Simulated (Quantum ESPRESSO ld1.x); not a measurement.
The numbers below are computed, except where a source is named.
The molybdenum ion Mo3+, configuration [Kr] 4d2.5 5s0.5 (fractional occupations, a model configuration). Level of theory: Dirac Kohn-Sham, LDA (Slater exchange, Perdew-Zunger correlation), spin-unpolarised, spherical densities, point nucleus; open shells are shared between the two j in proportion to 2j + 1 (ld1.x of Quantum ESPRESSO 7.5).

Radial electron density D(r) = 4 pi r^2 rho(r):

```
   r/bohr * D(r) (the largest magnitude, 64, reaches the edge; | marks zero)
 0.001826 | *
 0.002416 |  *
 0.003197 |    *
  0.00423 |       *
 0.005596 |            *
 0.007404 |                  *
 0.009797 |                         *
  0.01296 |                                  *
  0.01729 |                                         *
  0.02288 |                                             *
  0.03027 |                                            *
  0.04005 |                                        *
  0.05299 |                                      *
  0.07011 |                                            *
  0.09277 |                                                     *
   0.1227 |                                                      *
   0.1624 |                                           *
   0.2166 |                                  *
   0.2866 |                                       *
   0.3792 |                                         *
   0.5017 |                          *
   0.6639 |            *
   0.8784 |         *
    1.162 |        *
    1.538 |    *
    2.035 | *
    2.714 |*
    3.591 *
    4.751 *
    6.286 *
```

D(r) has 4 maxima, at r = 0.0248, 0.109, 0.342, 0.944 bohr, and minima at 0.0497, 0.220, 0.871 bohr, inside which lie 2.05, 11.12, 29.61 electrons.
